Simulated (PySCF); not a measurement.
Molecule: SMILES C1=C[S+]=CC(C)=C1, [C₆H₇S]+.

Cartesian coordinates in Å; atom numbers follow the order of the lines, from 1:
```xyz
14

C     2.0638   -0.2961   -0.2436
C     0.6304    0.0582   -0.0568
C    -0.3469   -0.9421   -0.1584
C    -1.7053   -0.7152    0.0125
C    -2.2313    0.5226    0.3017
S    -1.3021    1.9191    0.4833
C     0.2720    1.3618    0.2278
H     2.4073   -0.8896    0.6039
H     2.1924   -0.9053   -1.1359
H     2.6924    0.5855   -0.3209
H    -0.0186   -1.9469   -0.3842
H    -2.3877   -1.5483   -0.0853
H    -3.2943    0.6644    0.4290
H     1.0272    2.1313    0.3047
```

Total charge +1.

Frames of a GFN2-xTB Langevin trajectory at 600 K; GIAO PBE0/pcSseg-1 shieldings in PySCF 2.14.0 with density-fitted response routines, gas phase, non-relativistic; equivalent atoms averaged within each frame.

References, each an isolated molecule treated in the same way: ¹³C (σ = 186.93 ppm), ¹H (σ = 31.72 ppm) vs TMS; CS2 for ³³S (σ = 503.73 ppm). The references are static minima.

Problem. How do the shifts (ppm) fluctuate along the trajectory?

Solution. 
```csv
time (fs),C7,C5,C2,C4,C3,C1,S6,H14,H13,H12
250,171.5,169.5,154.8,144.7,138.9,23.7,405,10.28,10.13,9.48
425,166.4,179.1,156.7,138.0,151.3,34.6,356,9.28,10.16,8.99
625,160.2,166.4,168.3,146.7,168.3,33.7,389,9.74,10.58,10.31
800,191.0,160.6,170.8,164.4,162.0,32.2,444,11.50,11.92,10.24
1000,167.0,163.9,161.6,144.5,161.4,21.7,361,9.25,9.68,9.85
mean of frames,171.2,167.9,162.5,147.6,156.4,29.2,391,10.01,10.49,9.77
standard deviation,11.7,7.1,7.0,9.9,11.5,6.0,36,0.93,0.86,0.55
```

5 frames give an uncertainty of the mean of about the standard deviation over 2.2 at best, since frames this close in time may not be independent; classical motion lacks zero-point vibration, and the reference would need the same averaging.
